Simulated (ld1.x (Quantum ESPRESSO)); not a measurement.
tellurium (Te): one change to a TM potential, before and after

| Property | Result |
| --- | --- |
| Element | Te (Z = 52) |
| Generator | ld1.x (Quantum ESPRESSO) 7.5 |
| Type | norm-conserving Troullier–Martins (Kleinman–Bylander form) |
| Functional | PBEsol |
| Relativity | fully relativistic |
| Frozen core | [Kr] 4d10 |
| Valence charge | 6 |
| Reference configuration | 5s1.5 5p4.5 |
| Partial waves | 5s (bound): rc 1.80 bohr; 5p (bound): rc 2.15 bohr; 5d channel at 0.3 Ry: rc 1.95 bohr |
| Local potential | the d channel |
| Core correction | none |

Open shells are filled in proportion to 2j + 1 (rel_dist='average').

Change: scalar-relativistic.

Cutoffs: the cutoffs (Ry, on a coarse ladder) from which the occupation-weighted sum of valence levels, in a spherical-Bessel basis at the reference potential, stays within 10 and 1 mRy of its value at 400 Ry; they do not see the model core or the augmentation charge, which bear on the density cutoff. Errors are all-electron minus pseudo energies relative to the spin-unpolarised reference configuration.

Task: Predict the effect on cutoff, ghosts and configuration errors.

Result: The potential gets neither clearly harder nor softer (21 Ry and 40 Ry → 21 Ry and 40 Ry); both files keep a bound ghost (p, s); of the 6 tests that both files solve, the error grows in 6 and shrinks in 0 by more than 15 % and 0.3 meV (median size 2.9 → 4.3 meV).

| quantity | base | changed |
| --- | --- | --- |
| cutoff, loose | 21 Ry | 21 Ry |
| cutoff, tight | 40 Ry | 40 Ry |
| bound ghosts | s, p3/2, p1/2 | s, p |
| tests counted (converged, no solver errors) | 6 of 7 | 6 of 7 |
| error for 5s2 5p4, meV [ΔE -4.60 → -4.62 eV] | +0.7 | +1.0 |
| error for 5s2 5p3, meV [ΔE 5.17 → 5.14 eV] | -4.9 | -7.1 |
| error for 5s2 5p2, meV [ΔE 23.17 → 23.10 eV] | -24 | -31 |
| error for 5s2 5p1, meV [ΔE 50.15 → 50.06 eV] | -52 | -67 |
| error for 5s2 5p3.5, meV [ΔE -0.68 → -0.71 eV] | -0.8 | -1.4 |
| error for 5s2 5p4.3, meV [ΔE -6.08 → -6.09 eV] | +0.6 | +1.3 |
| s: phases at 2.35 bohr within 0.05 rad from the reference energy up to (Ry; the scan ends near 5) | 0.9 | 0.9 |

Base: Tests not counted: 5s2 5p0 (solver errors, printed error -53.8 eV). ld1.x printed “convergence not achieved” for 6 of the counted tests; their residual had stalled under 1e-8, short of the target of 1e-14. Changed file: Tests not counted: 5s2 5p0 (solver errors, printed error -18.8 eV). ld1.x printed “convergence not achieved” for 6 of the counted tests; their residual had stalled under 1e-8, short of the target of 1e-14. A true bound ghost makes a file unfit for plane-wave use even where its test errors are small: the radial tests pick states by their node count and pass the ghost by. Where a test does run into it, the solver fails or the error is huge.
